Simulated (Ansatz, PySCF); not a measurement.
Bond stretch in KH, singlet. Each curve is given relative to its own lowest point near equilibrium.

```json
[
 {"R / Å": "1.80", "A": "21.0", "B": "28.6", "C": "23.3", "D": "21.8"},
 {"R / Å": "1.92", "A": "10.2", "B": "15.0", "C": "11.5", "D": "10.4"},
 {"R / Å": "2.03", "A": "4.2", "B": "7.1", "C": "4.9", "D": "4.2"},
 {"R / Å": "2.15", "A": "0.9", "B": "2.2", "C": "1.1", "D": "0.8"},
 {"R / Å": "2.20", "A": "0.3", "B": "1.0", "C": "0.4", "D": "0.2"},
 {"R / Å": "2.26", "A": "0.0", "B": "0.2", "C": "0.0", "D": "0.0"},
 {"R / Å": "2.35", "A": "0.4", "B": "0.0", "C": "0.3", "D": "0.5"},
 {"R / Å": "2.41", "A": "1.0", "B": "0.4", "C": "0.9", "D": "1.3"},
 {"R / Å": "2.46", "A": "1.8", "B": "1.0", "C": "1.7", "D": "2.3"},
 {"R / Å": "2.65", "A": "6.1", "B": "4.9", "C": "6.0", "D": "7.2"},
 {"R / Å": "2.81", "A": "10.7", "B": "9.7", "C": "10.6", "D": "12.5"},
 {"R / Å": "3.06", "A": "18.6", "B": "18.5", "C": "18.7", "D": "21.7"},
 {"R / Å": "3.37", "A": "28.6", "B": "30.3", "C": "28.4", "D": "33.6"},
 {"R / Å": "3.77", "A": "40.2", "B": "45.2", "C": "39.2", "D": "48.0"},
 {"R / Å": "4.06", "A": "47.5", "B": "55.3", "C": "45.5", "D": "57.5"},
 {"R / Å": "4.56", "A": "57.6", "B": "71.0", "C": "52.2", "D": "71.7"},
 {"R / Å": "5.01", "A": "64.6", "B": "83.3", "C": "54.4", "D": "82.2"},
 {"R / Å": "5.58", "A": "71.1", "B": "96.5", "C": "55.3", "D": "93.0"},
 {"R / Å": "6.09", "A": "75.2", "B": "106.3", "C": "55.5", "D": "100.6"},
 {"R / Å": "6.82", "A": "79.1", "B": "117.1", "C": "55.6", "D": "108.6"},
 {"R / Å": "7.88", "A": "82.2", "B": "127.8", "C": "55.6", "D": "116.1"},
 {"R / Å": "9.03", "A": "84.0", "B": "135.4", "C": "55.6", "D": "121.2"}
]
```

Energies in mEh.

Question: Which curve belongs to which method? The methods are RHF/def2-TZVP in PySCF; restricted CAM-B3LYP/def2-TZVP in PySCF; restricted PBE/def2-TZVP in Ansatz (a quantum-chemistry and plane-wave program); PySCF with CCSD(T) on UHF/def2-TZVP, 5 core orbitals frozen.

Answer: A is RKS-PBE; B is RHF; C is UCCSD(T); D is RKS-CAM-B3LYP.

At the longest distance RKS-CAM-B3LYP leaves fractional charges on the fragments, a sign of delocalisation error or of the restricted form. The restricted form behind RKS-CAM-B3LYP, RHF, RKS-PBE keeps the bonding electrons paired and can't separate into open-shell fragments. The unrestricted determinant behind UCCSD(T) is spin-contaminated at 3.06 to 9.03 Å (<S²> up to 1.0, against 0.00 for a pure singlet).
